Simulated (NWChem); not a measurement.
The numbers come from NWChem runs, not from measurements. System: BrFSn, charge 1, spin multiplicity 2, at the geometry of a parent with another charge or spin, in a state set for the comparison that need not be this species' ground state. Its SCF solution wasn't tested for a lower state. Level: UPBE/def2-TZVPD with def2 effective core potentials on Sn.

Part of the output:

```
             Northwest Computational Chemistry Package (NWChem) 7.3.0
             --------------------------------------------------------

                                NWChem Input Module
                                -------------------

 Scaling coordinates for geometry "geometry" by  1.889725989
 (inverse scale =  0.529177249)

 Turning off AUTOSYM since
 SYMMETRY directive was detected!

                             Geometry "geometry" -> ""
                             -------------------------

 Output coordinates in angstroms (scale by  1.889725989 to convert to a.u.)

  No.       Tag          Charge          X              Y              Z
 ---- ---------------- ---------- -------------- -------------- --------------
    1 Sn                  50.0000    -0.73029300    -0.59594300     0.00000000
    2 F                    9.0000     0.57613800    -2.08007200     0.00000000
    3 Br                  35.0000     0.89512600     1.38622300     0.00000000

 Effective nuclear repulsion energy (a.u.)     529.5871817660

            Nuclear Dipole moment (a.u.)
            ----------------------------
        X                 Y               Z
 ---------------- ---------------- ----------------
     0.0000037795     0.0000132281     0.0000000000

      Symmetry information
      --------------------

 Group name             Cs
 Group number              2
 Group order               2
 No. of unique centers     3

      Symmetry unique atoms

     1    2    3


 Summary of "ao basis" -> "" (spherical)
 ------------------------------------------------------------------------------
       Tag                 Description            Shells   Functions and Types
 ---------------- ------------------------------  ------  ---------------------
 *                         def2-tzvpd                 on all atoms

 Summary of "ao basis" -> "ao basis" (spherical)
 ------------------------------------------------------------------------------
       Tag                 Description            Shells   Functions and Types
 ---------------- ------------------------------  ------  ---------------------
 Sn                        def2-tzvpd               18       56   7s5p4d2f
 F                         def2-tzvpd               14       40   6s4p3d1f
 Br                        def2-tzvpd               19       57   7s6p5d1f

 Summary of "ao basis" -> "ao basis" (spherical)
 ------------------------------------------------------------------------------
[...]
 overlap   0.999  0.986  0.986  0.999  0.999  1.000  0.999  0.992  1.000  0.996

   alpha     31     32     33     34     35     36     37     38     39     40
    beta     33     31     32     34     35     36     37     38     39     40
 overlap   0.919  1.000  0.923  1.000  0.998  0.999  0.999  0.985  0.961  0.985

   alpha     41     42     43     44     45     46     47     48     49     50
    beta     41     42     44     43     45     46     47     48     49     50
 overlap   0.939  0.998  0.819  0.818  0.984  0.991  0.977  0.970  0.990  0.998

   alpha     51     52     53     54     55     56     57     58     59     60
    beta     51     52     53     54     55     56     57     58     60     59
 overlap   0.986  0.998  0.982  0.993  0.999  0.996  0.995  0.998  0.998  0.996

   alpha     61     62     63     64     65     66     67     68     69     70
    beta     61     62     63     65     64     66     67     68     69     70
 overlap   0.719  0.722  0.990  0.989  0.999  0.999  0.989  0.972  0.973  0.972

   alpha     71     72     73     74     75     76     77     78     79     80
    beta     71     72     73     74     75     76     77     78     79     80
 overlap   0.963  0.999  0.997  1.000  0.997  0.990  0.990  1.000  0.999  0.986

   alpha     81     82     83     84     85     86     87     88     89     90
    beta     81     82     83     84     85     86     87     88     89     90
 overlap   0.999  0.991  0.999  0.991  0.998  0.999  0.999  1.000  0.992  0.993

   alpha     91     92     93     94     95     96     97     98     99    100
    beta     91     93     92     94     95     96     97    100    102     98
 overlap   0.999  1.000  0.999  1.000  0.969  0.969  0.971  0.913  0.671  0.765

   alpha    101    102    103    104    105    106    107    108    109    110
    beta    103    101    104    103    105    106    107    108    109    110
 overlap   0.612  0.702  0.894  0.689  0.892  0.802  0.996  0.997  0.997  0.997

   alpha    111    112    113    114    115    116    117    118    119    120
    beta    111    112    113    114    115    116    117    118    119    120
 overlap   0.997  0.999  1.000  0.986  0.998  0.985  0.995  0.999  0.992  0.995

   alpha    121    122    123    124    125    126    127    128    129    130
    beta    121    122    123    124    125    126    127    128    129    130
 overlap   1.000  1.000  1.000  1.000  1.000  1.000  1.000  1.000  0.990  0.985

   alpha    131    132    133    134    135    136    137    138    139    140
    beta    131    132    133    134    135    136    137    138    139    140
 overlap   0.979  0.990  0.975  0.986  0.950  0.938  0.952  0.939  0.997  0.998

   alpha    141    142    143    144    145    146    147    148    149    150
    beta    141    142    143    144    145    146    147    148    149    150
 overlap   1.000  1.000  0.984  0.987  0.984  0.986  1.000  1.000  1.000  1.000

   alpha    151    152    153
    beta    151    152    153
 overlap   1.000  1.000  1.000

     --------------------------
     Expectation value of S2:
     --------------------------
      <S2> =      0.7531 (Exact =     0.7500)

 center of mass
 --------------
 x =  -0.03156699 y =   0.00872709 z =   0.00000000

 moments of inertia (a.u.)
 ------------------
         991.459658111445        -456.114929967912           0.000000000000
        -456.114929967912         475.520025427901           0.000000000000
           0.000000000000           0.000000000000        1466.979683539347

     Multipole analysis of the density
     ---------------------------------

     L   x y z        total         alpha         beta         nuclear
     -   - - -        -----         -----         ----         -------
     0   0 0 0      1.000000    -33.000000    -32.000000     66.000000

     1   1 0 0     -1.203840    -20.115847    -19.729499     38.641506
     1   0 1 0      0.272930    -15.910368    -15.349447     31.532745
     1   0 0 1     -0.000000     -0.000000     -0.000000      0.000000

     2   2 0 0    -26.387397    -92.847009    -86.254802    152.714414
     2   1 1 0      5.318726    -74.358590    -71.087870    150.765186
     2   1 0 1     -0.000000     -0.000000     -0.000000      0.000000
     2   0 2 0    -30.056898   -222.537379   -214.656741    407.137222
     2   0 1 1     -0.000000      0.000000     -0.000000      0.000000
     2   0 0 2    -29.934993    -15.496078    -14.438915      0.000000

 Task  times  cpu:      183.0s     wall:      183.0s

 Total times  cpu:      183.0s     wall:      183.0s
```

### Question
Write an NWChem input that would produce this output.

### Answer
One answer among several that fit: 
```
start mol
memory heap 200 mb stack 900 mb global 1100 mb
charge 1
geometry units angstroms nocenter noautoz
  Sn    -0.730293    -0.595943     0.000000
  F      0.576138    -2.080072     0.000000
  Br     0.895126     1.386223     0.000000
  symmetry group Cs
end
basis spherical
  * library def2-tzvpd
end
ecp
  Sn library def2-ecp
end
dft
  xc xpbe96 cpbe96
  odft
  mult 2
  semidirect memsize 60000000 filesize 0
  iterations 100
end
task dft energy
```
